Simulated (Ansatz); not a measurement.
```yaml
crystal:
  periodic: [false, false, false]
  atoms:
    - {symbol: Br, position_ang: [-2.920919, -0.330516, -1.249643]}
    - {symbol: Ga, position_ang: [1.515913, -0.349346, 1.900347]}
    - {symbol: N, position_ang: [0.823695, 0.117150, 0.223287]}
    - {symbol: Zn, position_ang: [-0.839103, -0.061429, -0.482565]}
    - {symbol: H, position_ang: [1.470413, 0.550540, -0.432827]}
basis:
  gaussian: {orbitals: STO-3G}
hamiltonian: {xc: {name: CAM-B3LYP}}
output: {forces: true}
```

```sh
$ ansatz run in.yaml --threads 4 --pin off --events-out ev --progress --plain --max-ram 10444MiB
```

It prints (some lines left out):

```
Functional definition: CAM-B3LYP
603 factors; integrals over basis functions are off by at most 3.1e-4 eV
183 factors; integrals over basis functions are off by at most 7.5e-6 eV
mean field evaluation 1: about -169518.2919 eV, gradient 2.3e2 eV
mean field evaluation 2: about -169562.0039 eV, gradient 1.6e2 eV
mean field evaluation 4: about -170126.4505 eV, gradient 1.8e2 eV
mean field evaluation 8: about -170383.6809 eV, gradient 2.6e1 eV
mean field evaluation 16: about -170387.1938 eV, gradient 6.6e-1 eV
mean field evaluation 32: about -170387.3086 eV, gradient 9.0e-2 eV
mean field evaluation 64: about -170387.3101 eV, gradient 2.0e-2 eV
mean field evaluation 96: about -170387.3074 eV, gradient 2.6e-1 eV
mean field evaluation 128: about -170387.3101 eV, gradient 2.2e-2 eV
mean field evaluation 224: about -170387.3882 eV, gradient 1.9e-1 eV
mean field evaluation 288: about -170387.3066 eV, gradient 2.6e-1 eV
mean field evaluation 352: about -170387.3044 eV, gradient 3.8e-1 eV
mean field -170387.31013579 eV, -6261.6181548234 hartree, gradient 2.7e-6 eV, S^2 0.000000; 12 other end points of the search recorded, 0 dependent functions left out
reference -170387.31023336 eV, -6261.6181584092 hartree; 52, 52 occupied and 8, 8 virtual orbitals, 603 factors
Total energy: -170387.31023336 eV, -6261.6181584092 hartree
Atom 0 at    -2.920919    -0.330516    -1.249643 Å, force     2.059662     0.253620     0.797635 eV/Å
Atom 1 at     1.515913    -0.349346     1.900347 Å, force    -2.102818     1.250539    -4.641167 eV/Å
Atom 2 at     0.823695     0.117150     0.223287 Å, force    -4.225669    -2.403515     3.104250 eV/Å
Atom 3 at    -0.839103    -0.061429    -0.482565 Å, force     3.207383     0.238757     1.645026 eV/Å
Atom 4 at     1.470413     0.550540    -0.432827 Å, force     1.061442     0.660599    -0.905743 eV/Å
Dipole moment:     0.238315     0.191757    -0.321665 e Å
```

It took 47 s on 4 threads of an Arm Neoverse V2 on a shared host, with 0.42 GiB of host memory at the peak.
